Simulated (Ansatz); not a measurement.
Geometry optimisation, RKS LDA/def2-SVP (Ansatz 0.2.0).

Input file:

```yaml
crystal:
  periodic: [false, false, false]
  atoms:
    - { symbol: O, position_ang: [2.10347, -1.60948, 1.7619] }
    - { symbol: C, position_ang: [1.66128, -0.93293, 0.91802] }
    - { symbol: Si, position_ang: [0.88646, 0.56709, 0.30503] }
    - { symbol: Si, position_ang: [2.20949, 2.42642, 0.43932] }
    - { symbol: H, position_ang: [-0.33651, 0.59456, 1.11509] }
    - { symbol: H, position_ang: [1.72883, 3.36396, -0.58249] }
    - { symbol: H, position_ang: [2.23355, 3.15961, 1.70824] }
    - { symbol: H, position_ang: [3.59158, 2.0669, 0.12024] }
basis:
  gaussian: { orbitals: def2-SVP }
hamiltonian:
  xc: lda
relax:
  f_tol: 0.015
  max_steps: 40
```

Launched with:

```bash
$ ansatz run input.yaml --threads 1 --pin off --max-ram 2048MiB --backend cpu --events-out ev --progress --plain --runs-dir out
```

Task: Where does it end, and by what steps?

Result: It converged. After 15 steps the energy has fallen by 1.003 eV; H7 moved furthest, 0.56 Å.

```tsv
step	energy less start (eV)	largest force component (eV/Å)	accepted
0	0.0000	2.722	yes
1	-0.4411	2.529	yes
2	-0.6509	2.805	yes
3	-0.8042	4.217	yes
4	-0.9317	1.213	yes
5	-0.9645	0.738	yes
6	-0.9948	0.121	yes
7	-0.9976	0.109	yes
8	-0.9996	0.248	yes
9	-1.0008	0.063	yes
10	-1.0015	0.020	yes
11	-1.0022	0.068	yes
12	-1.0024	0.033	yes
13	-1.0025	0.037	yes
14	-1.0027	0.019	yes
15	-1.0027	0.010	yes
```

```xyz
8
Properties=species:S:1:pos:R:3
O 2.298 -1.157 1.843
C 1.660 -0.478 1.163
Si 0.707 0.429 -0.104
Si 2.181 2.221 0.420
H -0.293 0.713 1.026
H 1.696 3.409 -0.374
H 2.261 2.625 1.871
H 3.567 1.874 -0.061
```

Whether the end is a true minimum wasn't checked by a vibrational analysis.

The run took 29 s on 1 thread of Intel(R) Xeon(R) Processor @ 2.70GHz, on a shared host, peak memory 0.13 GiB.
